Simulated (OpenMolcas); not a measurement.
**Cu2+: moving the ligands**

Cu2+ with 6 ligands (oxide) in tetragonal octahedral coordination (D4h) at 2.11 Å, the axial distance 2.152 Å. A charge of +1.67 e stands 2.6 Å behind each ligand. Ligand basis ANO-RCC-VDZP.
```
Cu    0.0000    0.0000    0.0000
O     2.1100    0.0000    0.0000
O     0.0000    2.1100    0.0000
O    -2.1100    0.0000    0.0000
O     0.0000   -2.1100    0.0000
O     0.0000    0.0000    2.1522
O     0.0000    0.0000   -2.1522
```

```yaml
Program: OpenMolcas
Method: "SS-CASPT2, IPEA 0.25 Eh, imaginary shift 0.1 Eh (closed shells correlated: 3s 3p and the ligand valence shells)"
Basis: ANO-RCC-VDZP [5s4p2d1f]
Scalar_Hamiltonian: DKH2, point nucleus
Active_space: 9 electrons in 5 orbitals (3d)
State_averaging: 2S+1 = 2 even, 5 roots
Spin-orbit_coupling: RASSI with atomic mean-field integrals over the reference wave functions
```

Runs around this geometry, states (labels of D4, the rotations of D4h). Energies in cm-1 above the lowest state or level, χT in cm3 K/mol.

| R (Å) | Axial / equatorial distance | Ground state | First state of that spin | First gap with spin-orbit (degeneracies) | χT at 300 K |
| --- | --- | --- | --- | --- | --- |
| 2.11 | 0.959 | 2A1 | 2B1 1480 | 1440 (2, 2) | 0.619 |
| 2.07 | 1.02 | 2B1 | 2A1 710 | 690 (2, 2) | 0.639 |
| 2.11 | 1.02 | 2B1 | 2A1 660 | 640 (2, 2) | 0.666 |
| 2.2 | 1.02 | 2B1 | 2A1 580 | 560 (2, 2) | 0.734 |

Taking the first state of the same spin as R^-n, n = -ln(580 / 710) / ln(2.2 / 2.07) = 3.3 between the shortest and longest distance.

The ground state changes within this set.

Over all roots computed the reference weight is 0.64 in R = 2.11 in ratio = 0.959, 0.64 in R = 2.07 in ratio = 1.02, 0.64 in R = 2.11 in ratio = 1.02, 0.64 in R = 2.2 in ratio = 1.02; a low but even weight reflects the number of correlated electrons. The oxide ions are held by bare point charges, a crude embedding. A single d shell leaves out the double-shell effect, which counts most for late 3d ions, where the CASPT2 field can be off either way by tens of per cent. Ligand-to-metal charge-transfer states are missing. With oxide or sulfide held by bare charges the field of late divalent 3d ions can come out several times too small, and g and χT far too large. With one d shell and no ligand orbital active, 10Dq can be off by tens of per cent for divalent 3d ions, low with halides held by bare charges and at times high in hosts, and the orbital part of g and χT goes as 1/10Dq. Free-ion shares, where given, are those of the reference states; single-state CASPT2 does not remix them. No measured value stands beside these numbers; the geometry was imposed, not optimised, and the real ion may take another.
